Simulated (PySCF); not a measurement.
CoCl3 (quintet state).
Bonds: Co1–Cl2, Co1–Cl3, Co1–Cl4.

Computed by this run: PySCF, PBE0-D3(BJ)/def2-SVP geometry optimisation, gas phase; unrestricted, density fitting, grid level 1; the optimiser is geomeTRIC in internal coordinates, started from a GFN2-xTB structure with every atom displaced at random (about 0.03 Å).

Step 0: E = -75162.1725 eV
```
atom  x, y, z in Å  |  force x, y, z in eV/Å
Co1     0.0612   -0.0767    0.0117   -1.605   3.285  -0.017
Cl2     2.0340   -0.0397    0.0062    2.868   0.073   0.016
Cl3    -1.0633    1.7823   -0.0421    0.387  -0.551   0.015
Cl4    -0.9486   -1.7564   -0.0062   -1.650  -2.806  -0.013
```

Task: Estimate the geometry and energy of step 1. (The exact step hangs on the optimiser's Hessian estimate; all steps are aligned on step 0, rigid shifts and turns removed.)

Result: E = -75162.5161 eV, largest force 1.461 eV/Å
```
atom  x, y, z in Å  |  force x, y, z in eV/Å
Co1     0.0421   -0.0583   -0.0121   -0.649   1.309  -0.013
Cl2     2.0922   -0.0021    0.0144    1.001   0.001   0.012
Cl3    -1.0456    1.7839   -0.0346    0.198  -0.293  -0.012
Cl4    -1.0055   -1.8140    0.0018   -0.550  -1.017   0.013
```

The energy changes by -0.3436 eV. The first-order estimate −F·Δx gives -0.5230 eV and the mean of the old and new forces, exact on a quadratic surface, -0.3556 eV. The step makes an angle of 37° with the force vector and moves no atom by more than 0.081 Å.

What follows is the cost of the whole optimisation. Hardware: one thread of an Intel Xeon 6975P-C, shared host. Cost: 64 s wall, 0.39 GiB resident at most.
